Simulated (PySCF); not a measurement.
Compound: (MgSe)3 ring, Mg3Se3.
Bonds: Mg1–Se2, Mg1–Se6, Se2–Mg3, Mg3–Se4, Se4–Mg5, Mg5–Se6.

A GFN2-xTB structure was refined with PBE0-D3(BJ)/def2-SVP geometry optimisation, gas phase in PySCF 2.14.0. Its GFN2-xTB values:

```tsv
coordinate	GFN2-xTB
Mg1–Se2	2.505 Å
Mg1–Se6	2.310 Å
Mg1–Se2–Mg3	88.8°
Se2–Mg1–Se6	150.7°
Se2–Mg3–Se4	148.3°
Mg1–Se2–Mg3–Se4	4°
Se2–Mg3–Se4–Mg5	-5°
Mg3–Se4–Mg5–Se6	6°
Se4–Mg5–Se6–Mg1	-5°
```

**Question.** How do these coordinates change at the PBE0-D3(BJ)/def2-SVP level?

**Answer.** 
```tsv
coordinate	PBE0-D3(BJ)/def2-SVP (Å or °)	change
Mg1–Se6	2.417	+0.107
Mg1–Se2	2.418	-0.087
Se2–Mg3–Se4	155.1	+6.8
Se2–Mg1–Se6	154.4	+3.7
Mg1–Se2–Mg3	85.1	-3.7
Mg3–Se4–Mg5–Se6	-1	-7
Se2–Mg3–Se4–Mg5	1	+6
Se4–Mg5–Se6–Mg1	0	+5
Mg1–Se2–Mg3–Se4	-1	-5
```

The energy falls by 19.1 kJ/mol over 14 energy and gradient evaluations, the largest force component goes from 0.0231 to 5.0e-04 Eh/bohr, and the atoms move by 0.079 Å rms after alignment. The bond that changes most is Mg1–Se6 (ends: magnesium bonded to 2 Se; selenium bonded to 2 Mg), which lengthens by 0.107 Å. Bonds longer at the end by more than 0.005 Å: 4 of 6; shorter: 1. Rotational constants go from 521.4, 504.1, 256.3 to 498.5, 493.9, 248.1 MHz.

The run used 150 basis functions and 72 SCF cycles in all.

Whether it is a minimum is left open (no frequencies). The numbers are those of one conformer.
